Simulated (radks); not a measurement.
Q: These are the eigenvalues of the occupied orbitals of an atom or ion with whole-number occupations (hartree). All-electron calculation, Dirac Kohn-Sham, LDA (Slater exchange, Perdew-Zunger correlation), spin-unpolarised, spherical densities, finite nucleus; Fermi nuclear charge, rms radius of each element as measured or else 0.836 A^(1/3) + 0.57 fm. Program: a radial shooting solver on a logarithmic mesh with Libxc functionals.

1s1/2: -2469.427
2s1/2: -424.0528
2p1/2: -405.4916
2p3/2: -358.8668
3s1/2: -97.10696
3p1/2: -88.81721
3p3/2: -78.78277
3d3/2: -64.69895
3d5/2: -62.51118
4s1/2: -19.75904
4p1/2: -16.33882
4p3/2: -14.01964
4d3/2: -8.37999
4d5/2: -7.95386
5s1/2: -2.66774
5p1/2: -1.67369
5p3/2: -1.34978
4f5/2: -0.93870
4f7/2: -0.86574
6s1/2: -0.20311
5d3/2: -0.14478

Which element is it, and in what charge state? The configuration may be excited. Open shells, if any, fill j = l - 1/2 first.

A: Z = 73, tantalum, charge 0: Ta in [Xe] 4f14 5d3 6s2. The list shows which subshells hold electrons but not how many an open one holds; the 1s level, -2469.4 hartree, gives Z - s = 70.3 by -(Z - s)^2/2, which with screening and relativity narrows Z to a few neighbours, and the depths of the outer levels then fix element, charge and occupations together.
